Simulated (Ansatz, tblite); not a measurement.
Spin states of the cluster Ge₃Cl, each relaxed with r2SCAN-D4/def2-SVP in Ansatz. Electronic energies in the gas phase.

The xTB rows come from tblite. Correlated methods freeze 32 core orbitals; core or outer-core shells of Ge are correlated, in sets that lack core-valence functions. The rows differ in basis, and correlated rows in double-zeta sets carry the largest basis error. The structure comes from a short search, and lower isomers may exist.

Doublet geometry (Cs within 0.1 Å):

```xyz
4

Ge    0.8585   -1.0239    0.1509
Ge   -0.2612   -0.5324   -1.9219
Ge   -1.0071    0.8823   -0.1238
Cl    0.4098    0.6740    1.8948
```

Quartet geometry (C2v within 0.1 Å):

Cartesian coordinates in Å:
```
Ge -0.323 0.454 1.460
Ge -0.704 -1.781 0.358
Ge 0.345 -0.399 -1.471
Cl 0.682 1.726 -0.347
```

⟨S²⟩: doublet 0.76 at PBE0-D4/def2-TZVP (pure 0.75), quartet 3.76 at PBE0-D4/def2-TZVP (pure 3.75).

Run but left out: HF/STO-3G (doublet: ⟨S²⟩ 1.36, where a pure state has 0.75).

Only these spin states were relaxed. The quartet has other bonds than the doublet, so the gap mixes isomer and spin.

Question: Estimate which spin state lies lowest at each of these levels, and by how much: GFN1-xTB; GFN2-xTB; HF/def2-SVP; HF/def2-TZVP; PBE-D4/def2-TZVP; r2SCAN-D4/def2-TZVP; r2SCANh-D4/def2-TZVP; PBE0-D4/def2-TZVP; PBE-QIDH/def2-TZVP; MP2/def2-SVP; MP2/def2-TZVP; CCSD/def2-SVP; CCSD(T)/def2-SVP.

Answer: 
| level | quartet − doublet (kJ/mol) | lowest of these | remarks |
| --- | --- | --- | --- |
| GFN1-xTB | 146.7 | doublet | – |
| GFN2-xTB | 144.5 | doublet | – |
| HF/def2-SVP | 26.8 | doublet | – |
| HF/def2-TZVP | 30.3 | doublet | spin-contaminated (⟨S²⟩ 0.85) (doublet) |
| PBE-D4/def2-TZVP | 119.5 | doublet | – |
| r2SCAN-D4/def2-TZVP | 111.1 | doublet | – |
| r2SCANh-D4/def2-TZVP | 108.2 | doublet | – |
| PBE0-D4/def2-TZVP | 109.5 | doublet | – |
| PBE-QIDH/def2-TZVP | 122.1 | doublet | – |
| MP2/def2-SVP | 131.6 | doublet | – |
| MP2/def2-TZVP | 143.3 | doublet | spin-contaminated (⟨S²⟩ 0.85) (doublet) |
| CCSD/def2-SVP | 98.7 | doublet | – |
| CCSD(T)/def2-SVP | 113.3 | doublet | – |

Change of the quartet − doublet gap on mixing in exact exchange, in kJ/mol: PBE to PBE0 (25 % exact exchange) -9.9; r2SCAN to r2SCANh (10 % exact exchange) -2.9. The xTB methods have no spin-polarisation term.
